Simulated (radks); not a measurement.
Problem. Neutral platinum, 78 electrons, occupied as [Xe] 4f14 5d9 6s1. Method: scalar-relativistic Kohn-Sham, LB94 model potential, spin-polarised, spherical densities, finite nucleus; open shells are filled with parallel spins first (spin-orbit coupling, left out, can overturn this in heavy ions); Fermi nuclear charge, rms radius 5.427 fm; computed with a radial shooting solver on a logarithmic mesh with Libxc functionals. Some entries of the table are withheld. Estimate them.

orbital,occ.,eigenvalue (Ry),<r> (bohr),<r^2> (bohr^2)
1s up,1,-5781.485,0.01713,0.0004051
1s down,1,-5781.483,0.01713,0.0004051
2s up,1,-1017.279,0.07225,0.006182
2s down,1,-1017.277,0.07225,0.006182
2p up,3,-882.3744,0.06510,0.005181
2p down,3,-882.3728,0.06510,0.005181
3s up,1,-239.7666,0.1868,0.03991
3s down,1,-239.7643,0.1868,0.03991
3p up,3,-200.4445,0.1878,0.04088
3p down,3,-200.4422,0.1878,0.04088
3d up,5,-157.6467,0.1700,0.03384
3d down,5,-157.6431,0.1700,0.03384
4s up,1,-51.75734,0.4156,0.1949
4s down,1,-51.75138,0.4156,0.1949
4p up,3,-38.91897,0.4424,0.2224
4p down,3,-38.91434,0.4425,0.2224
4d up,5,-23.26479,0.4684,0.2534
4d down,5,-23.26177,0.4684,0.2535
5s down,1,-7.97069,0.9457,1.005
5s up,1,-7.96878,0.9460,1.006
4f up,7,-5.84898,0.5128,0.3196
4f down,7,-5.84793,0.5129,0.3197
5p up,3,-4.55336,(1),1.370
5p down,3,-4.55304,(2),1.369
5d up,5,-0.85195,1.665,3.339
5d down,4,-0.84903,1.660,3.315
6s up,1,-0.78807,2.775,(3)
6s down,0,-0.77898,2.762,(4)

Solution. 
(1) 5p up <r> (bohr): 1.099
(2) 5p down <r> (bohr): 1.099
(3) 6s up <r^2> (bohr^2): 8.786
(4) 6s down <r^2> (bohr^2): 8.706
